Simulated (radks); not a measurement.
Question: Radial electron density D(r) = 4 pi r^2 rho(r) of an atom or ion with 28 electrons. Method: non-relativistic Kohn-Sham, PBEsol, spin-polarised, spherical densities, point nucleus; computed with a radial shooting solver on a logarithmic mesh with Libxc functionals.

r (bohr),D(r) (e/bohr)
0.005097,5.287
0.006479,7.822
0.008171,11.17
0.01039,15.67
0.0131,20.97
0.01665,27.06
0.021,32.75
0.0267,37.19
0.03367,38.85
0.04246,37.45
0.05398,33.96
0.06808,31.55
0.08654,33.30
0.1091,39.21
0.1387,44.83
0.175,43.53
0.2224,34.33
0.2805,25.14
0.3566,23.39
0.4497,27.31
0.5717,28.04
0.721,21.75
0.9093,12.63
1.156,5.378
1.458,1.791
1.853,0.4218
2.337,0.07079

What is the nuclear charge?

Answer: Z = 32. The innermost maximum, from 1s, lies near 1/Z = 0.0312 bohr (found: 0.0339), and its height grows with Z. The density is that of the germanium ion Ge4+ in [Ar] 3d10; the configuration itself is not fixed sharply by these data, and Z only to about a unit. D(r) has 3 maxima, at r = 0.0339, 0.150, 0.524 bohr, and minima at 0.0709, 0.329 bohr, inside which lie 2.09, 11.00 electrons.
